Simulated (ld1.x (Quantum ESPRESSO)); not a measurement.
u(r) = r·R(r): atom against pseudo-atom (Mg (Z = 12))

Columns: radius, all-electron u(r) and pseudo u(r) of the 3s shell (level -4.71 eV) of magnesium in the configuration [He] 2s2 2p6 3s2 3p0; PBE, scalar-relativistic, TM scheme, ld1.x (Quantum ESPRESSO) 7.5.

```csv
r (bohr),all-electron,pseudo
0.143,0.0508,0.0275
0.285,-0.1503,0.0554
0.428,-0.2388,0.0847
0.570,-0.2197,0.1157
0.713,-0.1402,0.1494
0.855,-0.0358,0.1858
0.998,0.0743,0.2258
1.140,0.1778,0.2690
1.283,0.2709,0.3155
1.425,0.3505,0.3637
1.568,0.4172,0.4126
1.710,0.4709,0.4593
1.853,0.5138,0.5020
1.995,0.5467,0.5379
2.138,0.5708,0.5657
2.280,0.5868,0.5845
2.423,0.5956,0.5949
2.565,0.5980,0.5979
2.708,0.5950,0.5950
2.850,0.5874,0.5874
2.992,0.5760,0.5760
3.135,0.5614,0.5614
3.278,0.5442,0.5442
3.420,0.5253,0.5253
3.563,0.5048,0.5048
3.705,0.4835,0.4835
```

Problem. How many radial nodes do the two functions have?

Solution. The all-electron 3s function has n − l − 1 = 2; the pseudo-wave has 0, since the states of the same l below it are removed with the core.

Problem. At about which radius was the pseudo-wave matched?

Solution. 2.85 bohr. The columns agree to 0.0005 from 2.56 bohr on; several derivatives are matched, so the curves merge somewhat inside the radius.

Problem. Is the pseudo-wave norm-conserving?

Solution. Yes: the TM scheme keeps the norm inside the radius equal to the all-electron one, which fixes the energy derivative of the logarithmic derivative at the level.
